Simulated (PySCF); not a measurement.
Excitations are Tamm–Dancoff values on a coarser integration grid. The basis has no diffuse functions, so Rydberg states are missing or too high.

Cartesian coordinates (Å):
```xyz
4

Br     1.9040    -0.9979    -0.2511
Ga     0.0024     0.2172     0.0686
Br    -1.9174    -0.9762     0.3595
H      0.0138     1.7637     0.0864
```
Charge 0, multiplicity 1.

Question: What total energy, S1–T1 gap (TDA) and S1 excitation (TDA) does PBE-D3(BJ)/def2-TZVP // TPSSh-D3(BJ)/def2-TZVP run with PySCF 2.14.0 give?

Answer: 
* **total energy**: -7072.8115 Ha
* **S1–T1 gap (TDA)**: 0.11 eV
* **S1 excitation (TDA)**: 4.65 eV
